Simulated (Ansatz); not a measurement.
The cluster Ca2O. The state is a quintet with charge 0. Geometry PBE0-D4/def2-TZVP; atoms count from 1.

```xyz
3

Ca   -1.327    1.429    0.228
Ca    0.710   -1.742   -0.562
O     0.617    0.313    0.335
```

At PBE0-D4/def2-TZVP a triplet of charge 0 lies 4.22 eV below the quintet, each at its own geometry. The structure comes from a short search, and lower isomers may exist.

Question: Estimate the Mulliken populations from the PBE0/def2-TZVP orbitals of Ansatz.

Answer: 
```json
{"atom": "Ca1", "charge (e)": "0.32", "spin (α − β)": "1.51"}
{"atom": "Ca2", "charge (e)": "0.32", "spin (α − β)": "1.51"}
{"atom": "O3", "charge (e)": "-0.65", "spin (α − β)": "0.99"}
```
Mulliken values and Mayer orders depend strongly on the basis.

Question: Where does the spin sit?

Answer: Summed by element: Ca 3.01, O 0.99, of 4 unpaired in all. Largest on single atoms: Ca1 1.51, Ca2 1.51, O3 0.99.

Question: And the Mayer bond orders between bonded heavy atoms (over 0.3)?

Answer: Ca1–Ca2 0.56 (3.85 Å).
